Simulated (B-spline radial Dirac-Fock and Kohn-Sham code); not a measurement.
Auger decay of the L1 hole in Ti³⁺

System: Ti³⁺, configuration [Ar] 3d1.

Input of the calculation (task.json; shells as n, l, electrons):

```json
{"items": [{
  "Z": 22,
  "q": 3,
  "cfg": [[1, 0, 2], [2, 0, 2], [2, 1, 6], [3, 0, 2], [3, 1, 6], [3, 2, 1]],
  "A": 48,
  "rrms": 3.5921,
  "do": ["binding", "quiet", "decay"],
  "holes": ["K", "L1", "L2", "L3", "M1", "M2", "M3"]
}]}
```

Launch: `python xray_run.py task.json out`

These are calculated numbers from an atomic code on a B-spline grid; the model is a relativistic independent-particle model: LDA orbitals of the hole state, radiative multipoles to third order, Auger rates from the Coulomb interaction with a continuum orbital, Dirac-Fock energies. Kinetic energies are configuration averages from the vacuum level; the two-hole energies are estimated from single-hole states.

```csv
transition,kinetic energy (eV),width (meV),share (%)
L1-L3M2,2.97,370,17.8
L1-L3M3,4.22,926,44.5
L1-L2M5,36.83,120,5.8
L1-L2M4,37.07,71.0,3.4
L1-L3M4,42.39,163,7.8
L1-L3M5,42.62,229,11.0
L1-M1M1,370.8,28.2,1.4
L1-M1M2,404.1,50.6,2.4
L1-M1M3,404.8,99.8,4.8
L1-M1M5,441.0,8.10,0.4
```

Coster-Kronig rates are the weakest part of this model and often come out 1.5 to 2.5 times too large. Channels within a few eV of threshold rest on estimated energies and may be closed in reality. The listed channels hold 99 % of the non-radiative rate. Summed by principal shells, of 2.08 eV in all: LLM 90.3 %, LMM 9.7 %.
